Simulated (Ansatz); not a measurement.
ClH₂O₃Ta (`[O]=[Ta]([OH])([OH])[Cl]`) at its PBE0-D4/def2-TZVP geometry, where that method's forces vanish. Charge 0, multiplicity 1. Ta: def2 effective core potential.

```xyz
7

O    -1.3025   -0.6675    1.5787
Ta   -0.1383   -0.0558    0.4810
O     0.5247   -1.5464   -0.4880
O    -1.0416    1.1980   -0.6200
Cl    1.5817    0.9811    1.6282
H     1.1474   -1.6364   -1.2093
H    -0.7714    1.7270   -1.3706
```

Q: What forces (eV/Å) does ωB97M-V/def2-TZVPP give on these atoms in Ansatz 0.2.0? (Best estimate.)

A: Ansatz gave: 
```
O1   0.167  0.088 -0.150
Ta2 -0.319 -0.170  0.259
O3   0.080 -0.043 -0.103
O4   0.008  0.084 -0.109
Cl5  0.114  0.067  0.056
H6  -0.021 -0.020  0.025
H7  -0.029 -0.007  0.024
```
